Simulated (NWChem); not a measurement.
System: C$_{3}$H$_{4}$OSe; SMILES C=C[Se]C=O

Input file for NWChem:

```
start job
memory heap 200 mb stack 900 mb global 1100 mb
geometry units angstroms noautoz
  C     -0.438007    -2.671299     0.000814
  C     -0.728865    -1.370222    -0.000419
  Se     0.552516     0.019530     0.000548
  C     -0.710444     1.473740    -0.000520
  O     -0.402316     2.623256    -0.000329
  H      0.588480    -3.048463     0.002582
  H     -1.242167    -3.411986     0.000041
  H     -1.770093    -1.023687    -0.002223
  H     -1.767593     1.103805    -0.001751
end
basis spherical
  C library 6-31g*
  Se library 6-31g*
  O library 6-31g*
  H library 6-31g*
end
dft
  xc r2scan
  grid xcoarse
  iterations 150
  mulliken
end
task dft gradient
```

NWChem printed, in part:

```
             Northwest Computational Chemistry Package (NWChem) 7.3.0
             --------------------------------------------------------

 CS  symmetry detected

                             Geometry "geometry" -> ""
                             -------------------------

 Output coordinates in angstroms (scale by  1.889725989 to convert to a.u.)

  No.       Tag          Charge          X              Y              Z
 ---- ---------------- ---------- -------------- -------------- --------------
    1 C                    6.0000    -0.44863753    -2.66768026     0.00000000
    2 C                    6.0000    -0.73516256    -1.36564183     0.00000000
    3 Se                  34.0000     0.55083915     0.01983583     0.00000000
    4 C                    6.0000    -0.70727222     1.47824304     0.00000000
    5 O                    8.0000    -0.39531834     2.62672668     0.00000000
    6 H                    1.0000     0.57658895    -3.04826024     0.00000000
    7 H                    1.0000    -1.25525968    -3.40568550     0.00000000
    8 H                    1.0000    -1.77523197    -1.01564159     0.00000000
    9 H                    1.0000    -1.76564775     1.11183016     0.00000000

 Effective nuclear repulsion energy (a.u.)     311.5943202827

      Symmetry information
      --------------------

 Group name             Cs
 Group number              2
 Group order               2
 No. of unique centers     9

                                 NWChem DFT Module
                                 -----------------

 Summary of "ao basis" -> "ao basis" (spherical)
 ------------------------------------------------------------------------------
       Tag                 Description            Shells   Functions and Types
 ---------------- ------------------------------  ------  ---------------------
 C                           6-31g*                  6       14   3s2p1d
 Se                          6-31g*                 12       32   5s4p3d
 O                           6-31g*                  6       14   3s2p1d
 H                           6-31g*                  2        2   2s

      Symmetry analysis of basis
      --------------------------

        a'         70
        a"         26

            General Information
            -------------------
          SCF calculation type: DFT
          Wavefunction type:  closed shell.
          No. of atoms     :     9
          No. of electrons :    64
           Alpha electrons :    32
            Beta electrons :    32
          Charge           :     0
          Spin multiplicity:     1
          Use of symmetry is: on ; symmetry adaption is: on
          Maximum number of iterations: 150
          AO basis - number of functions:    96
                     number of shells:    44
          Convergence on energy requested:  1.00D-06
          Convergence on density requested:  1.00D-05
          Convergence on gradient requested:  5.00D-04

              XC Information
              --------------
                      r^2SCAN Method XC Functional
               r^2SCAN metaGGA Exchange Functional  1.000
                     r^2SCAN Correlation Potential  1.000

             Grid Information
             ----------------
          Grid used for XC integration:  xcoarse
          Radial quadrature: Mura-Knowles
          Angular quadrature: Lebedev.
          Tag              B.-S. Rad. Rad. Pts. Rad. Cut. Ang. Pts.
          ---              ---------- --------- --------- ---------
          C                   0.70       21          11.0       194
          Se                  1.15       75           9.0       194
          O                   0.60       21          12.0       194
          H                   0.35       21          11.0       194
          Grid pruning is: on
          Number of quadrature shells:   243
          Spatial weights used:  Erf1

      Superposition of Atomic Density Guess
      -------------------------------------

 Sum of atomic energies:       -2589.23338810

      Non-variational initial energy
      ------------------------------

 Total energy =   -2591.453344
 1-e energy   =   -4219.602190
 2-e energy   =    1316.554526
 HOMO         =      -0.248320
 LUMO         =       0.002797

      Symmetry analysis of molecular orbitals - initial
      -------------------------------------------------

  Numbering of irreducible representations:

     1 a'          2 a"

  Orbital symmetries:

     1 a'          2 a'          3 a'          4 a'          5 a"
     6 a'          7 a'          8 a'          9 a'         10 a'
    11 a'         12 a'         13 a"         14 a'         15 a'
    16 a"         17 a'         18 a"         19 a'         20 a'
    21 a'         22 a'         23 a'         24 a'         25 a'
    26 a"         27 a'         28 a'         29 a"         30 a'
    31 a'         32 a"         33 a"         34 a"         35 a'
    36 a'         37 a'         38 a'         39 a'         40 a'
    41 a'         42 a'

     ---------------------------------------------
      Total Density - Mulliken Population Analysis
     ---------------------------------------------

    Atom       Charge   Shell Charges
 -----------   ------   -------------------------------------------------------
    1 C    6     6.56   2.00  0.74  1.99  0.62  1.18  0.03
    2 C    6     6.15   2.00  0.72  1.78  0.59  1.03  0.03
    3 Se  34    33.95   2.00  2.00  6.00  2.00  5.99  1.50  3.07  0.34  0.98  6.94  2.94  0.18
    4 C    6     5.39   2.00  0.69  1.44  0.56  0.63  0.08
    5 O    8     8.80   2.00  0.96  3.10  0.92  1.81  0.02
    6 H    1     0.78   0.46  0.31
    7 H    1     0.77   0.46  0.31
    8 H    1     0.78   0.46  0.32
    9 H    1     0.83   0.46  0.37

   convergence    iter        energy       DeltaE   RMS-Dens  Diis-err
 ---------------- ----- ----------------- --------- --------- ---------
 d= 0,ls=0.0,diis     1  -2592.8939419348 -2.90D+03  2.20D-02  1.14D+00
 d= 0,ls=0.0,diis     2  -2592.1127441653  7.81D-01  1.80D-02  8.51D+00
 d= 0,ls=0.0,diis     3  -2593.0117792208 -8.99D-01  6.53D-03  1.63D-01
 d= 0,ls=0.0,diis     4  -2593.0175599078 -5.78D-03  3.63D-03  1.00D-01
 d= 0,ls=0.0,diis     5  -2593.0331295581 -1.56D-02  5.55D-04  2.43D-03
  Resetting Diis
 d= 0,ls=0.0,diis     6  -2593.0334268256 -2.97D-04  2.34D-04  7.38D-04
 d= 0,ls=0.0,diis     7  -2593.0335282815 -1.01D-04  1.73D-04  4.27D-05
 d= 0,ls=0.0,diis     8  -2593.0335060416  2.22D-05  1.16D-04  1.96D-04
 d= 0,ls=0.0,diis     9  -2593.0335342834 -2.82D-05  1.66D-05  4.85D-06
 d= 0,ls=0.0,diis    10  -2593.0335347535 -4.70D-07  4.63D-06  7.12D-07

         Total DFT energy =    -2593.033534753510
      One electron energy =    -4222.307310664036
           Coulomb energy =     1431.003628370913
    Exchange-Corr. energy =     -113.324172743106
 Nuclear repulsion energy =      311.594320282720

 Numeric. integr. density =       64.000352826474

                  Occupations of the irreducible representations
                  ----------------------------------------------

                     irrep           alpha         beta
                     --------     --------     --------
                     a'               25.0         25.0
                     a"                7.0          7.0

                       DFT Final Molecular Orbital Analysis
                       ------------------------------------

 Vector   30  Occ=2.000000D+00  E=-3.019265D-01  Symmetry=a"
              MO Center= -3.0D-01, -1.1D+00,  3.6D-16, r^2= 3.0D+00
   Bfn.  Coefficient  Atom+Function         Bfn.  Coefficient  Atom+Function
  ----- ------------  ---------------      ----- ------------  ---------------
    41      0.391504  3 Se pz                19      0.363297  2 C  pz
     5      0.265412  1 C  pz                23      0.249908  2 C  pz
    37     -0.169772  3 Se pz                 9      0.167129  1 C  pz
    79     -0.159181  5 O  pz                45      0.149197  3 Se pz
    83     -0.113768  5 O  pz                33      0.051022  3 Se pz

 Vector   31  Occ=2.000000D+00  E=-2.398129D-01  Symmetry=a'
              MO Center= -3.3D-01,  1.6D+00,  1.3D-15, r^2= 2.9D+00
   Bfn.  Coefficient  Atom+Function         Bfn.  Coefficient  Atom+Function
  ----- ------------  ---------------      ----- ------------  ---------------
    77      0.508565  5 O  px                81      0.367415  5 O  px
    39      0.327704  3 Se px                40     -0.320355  3 Se py
    96      0.272933  9 H  s                 95      0.179124  9 H  s
    78     -0.137044  5 O  py                35     -0.135051  3 Se px
    36      0.129660  3 Se py                43      0.130142  3 Se px

 Vector   32  Occ=2.000000D+00  E=-2.162169D-01  Symmetry=a"
              MO Center=  4.6D-02, -6.2D-01, -1.7D-15, r^2= 4.0D+00
   Bfn.  Coefficient  Atom+Function         Bfn.  Coefficient  Atom+Function
  ----- ------------  ---------------      ----- ------------  ---------------
    41      0.590206  3 Se pz                 5     -0.310857  1 C  pz
    45      0.264777  3 Se pz                 9     -0.256013  1 C  pz
    37     -0.246284  3 Se pz                79     -0.196234  5 O  pz
    19     -0.195013  2 C  pz                83     -0.158287  5 O  pz
    23     -0.131592  2 C  pz                33      0.073745  3 Se pz

 Vector   33  Occ=0.000000D+00  E=-6.208547D-02  Symmetry=a"
              MO Center= -5.0D-01,  1.3D+00,  4.4D-13, r^2= 2.9D+00
   Bfn.  Coefficient  Atom+Function         Bfn.  Coefficient  Atom+Function
  ----- ------------  ---------------      ----- ------------  ---------------
    69      0.543510  4 C  pz                65      0.503701  4 C  pz
    83     -0.421085  5 O  pz                79     -0.412208  5 O  pz
    41     -0.227346  3 Se pz                 9      0.162456  1 C  pz
    45     -0.157901  3 Se pz                 5      0.147869  1 C  pz
    23     -0.094454  2 C  pz                19     -0.093069  2 C  pz

 Vector   34  Occ=0.000000D+00  E=-2.720995D-02  Symmetry=a"
              MO Center= -4.3D-01, -1.7D+00, -9.7D-16, r^2= 2.9D+00
   Bfn.  Coefficient  Atom+Function         Bfn.  Coefficient  Atom+Function
  ----- ------------  ---------------      ----- ------------  ---------------
    23     -0.608319  2 C  pz                 9      0.574583  1 C  pz
    19     -0.430361  2 C  pz                 5      0.393302  1 C  pz
    41      0.247811  3 Se pz                45      0.244018  3 Se pz
    69     -0.162444  4 C  pz                65     -0.107538  4 C  pz
    37     -0.098090  3 Se pz                83      0.090676  5 O  pz

 Vector   35  Occ=0.000000D+00  E=-2.355120D-02  Symmetry=a'
              MO Center=  3.0D-01,  2.1D-02, -1.4D-15, r^2= 3.6D+00
   Bfn.  Coefficient  Atom+Function         Bfn.  Coefficient  Atom+Function
  ----- ------------  ---------------      ----- ------------  ---------------
    44      0.751434  3 Se py                66     -0.729559  4 C  s
    20      0.630318  2 C  s                 40      0.535744  3 Se py
    96      0.388639  9 H  s                 68      0.271185  4 C  py
    22      0.218554  2 C  py                94     -0.213907  8 H  s
    90     -0.210615  6 H  s                 36     -0.206757  3 Se py

     ---------------------------------------------
      Total Density - Mulliken Population Analysis
     ---------------------------------------------

    Atom       Charge   Shell Charges
 -----------   ------   -------------------------------------------------------
    1 C    6     6.39   2.00  0.68  2.03  0.62  1.03  0.03
    2 C    6     6.22   2.00  0.69  1.98  0.57  0.95  0.03
    3 Se  34    33.89   2.00  2.00  6.00  2.00  5.99  1.59  3.19  0.30  0.73  6.92  2.92  0.26
    4 C    6     5.88   2.00  0.71  1.90  0.51  0.67  0.08
    5 O    8     8.34   2.00  0.94  2.85  0.94  1.58  0.03
    6 H    1     0.81   0.52  0.29
    7 H    1     0.81   0.52  0.29
    8 H    1     0.81   0.52  0.29
    9 H    1     0.85   0.52  0.33

     -------------------------------------------
      Total Density - Lowdin Population Analysis
     -------------------------------------------

    Atom       Charge   Shell Charges
 -----------   ------   -------------------------------------------------------
    1 C    6     6.29   1.99  0.56  1.85  0.45  1.38  0.06
    2 C    6     6.25   1.99  0.56  1.80  0.44  1.38  0.08
    3 Se  34    33.80   2.00  2.00  5.99  1.99  5.89  1.18  2.86  0.52  1.25  6.69  3.08  0.36
    4 C    6     6.06   1.98  0.57  1.70  0.45  1.17  0.19
    5 O    8     8.16   1.99  0.86  2.71  0.70  1.83  0.06
    6 H    1     0.85   0.49  0.37
    7 H    1     0.85   0.48  0.36
    8 H    1     0.85   0.49  0.36
    9 H    1     0.89   0.49  0.39

     Multipole analysis of the density
     ---------------------------------

     L   x y z        total         alpha         beta         nuclear
     -   - - -        -----         -----         ----         -------
     0   0 0 0     -0.000000    -32.000000    -32.000000     64.000000

     1   1 0 0     -0.526535     -0.263268     -0.263268     -0.000000
     1   0 1 0     -0.997335     -0.498667     -0.498667      0.000000
     1   0 0 1     -0.000000     -0.000000     -0.000000      0.000000

     2   2 0 0    -28.095476    -62.606275    -62.606275     97.117075
     2   1 1 0      0.158398     -2.337154     -2.337154      4.832705
     2   1 0 1      0.000000      0.000000      0.000000      0.000000
     2   0 2 0    -33.307399   -276.215418   -276.215418    519.123436
     2   0 1 1      0.000000      0.000000      0.000000      0.000000
     2   0 0 2    -32.464376    -16.232188    -16.232188      0.000000

            General Information
            -------------------
          SCF calculation type: DFT
          Wavefunction type:  closed shell.
          No. of atoms     :     9
          No. of electrons :    64
           Alpha electrons :    32
            Beta electrons :    32
          Charge           :     0
          Spin multiplicity:     1
          Use of symmetry is: on ; symmetry adaption is: on
          Maximum number of iterations: 150
          AO basis - number of functions:    96
                     number of shells:    44
          Convergence on energy requested:  1.00D-06
          Convergence on density requested:  1.00D-05
          Convergence on gradient requested:  5.00D-04

              XC Information
              --------------
                      r^2SCAN Method XC Functional
               r^2SCAN metaGGA Exchange Functional  1.000
                     r^2SCAN Correlation Potential  1.000

[...]

                         DFT ENERGY GRADIENTS

    atom               coordinates                        gradient
                 x          y          z           x          y          z
   1 C      -0.847802  -5.041185   0.000000   -0.001021   0.001162   0.000000
   2 C      -1.389256  -2.580689   0.000000    0.003789   0.002097   0.000000
   3 Se      1.040935   0.037484   0.000000   -0.005524   0.001712   0.000000
   4 C      -1.336551   2.793474   0.000000    0.008241   0.011641   0.000000
   5 O      -0.747043   4.963794   0.000000   -0.004245  -0.015840   0.000000
   6 H       1.089595  -5.760377   0.000000    0.001098  -0.000085   0.000000
   7 H      -2.372097  -6.435812   0.000000   -0.000775  -0.000238   0.000000
   8 H      -3.354702  -1.919284   0.000000   -0.000717  -0.000873   0.000000
   9 H      -3.336590   2.101054   0.000000   -0.000847   0.000424   0.000000
```

Level: r2SCAN/6-31G* (spherical d). The geometry was optimised at PBE0/def2-SVP.
